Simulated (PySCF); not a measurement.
SiBrF₂, SMILES F[Si](F)Br, multiplicity 2. Atoms are numbered in the order given.

```xyz
4

Si    -0.9437    -0.4270     0.0000
Br     1.2184     0.0414     0.0000
F     -1.6350     0.2516     1.2901
F     -1.6350     0.2516    -1.2901
```
Charge 0, spin multiplicity 2.

Geometry optimised at PBE0-D3(BJ)/def2-SVP.

Computed with PBE/def2-TZVPD (PySCF).

```
Property                                                                                                         Value
---------------------------------------------------------------------------------------------  -----------------------
total energy                                                                                       -3062.84781 hartree
point group                                                                                                         Cs
α spin, highest occupied and lowest empty level                                                     -6.33 and -0.96 eV
β spin, highest occupied and lowest empty level                                                     -8.05 and -4.58 eV
dipole moment                                                                                                0.215 e·Å
quadrupole, principal values (traceless, Buckingham form, about the centre of nuclear charge)   -2.54, -1.66, 4.20 D·Å
mean static polarisability                                                                        51.5 bohr³ (7.63 Å³)
polarisability, principal values                                                                42.5, 45.1, 66.8 bohr³
⟨S²⟩                                                                                           0.752 (pure state 0.75)
```
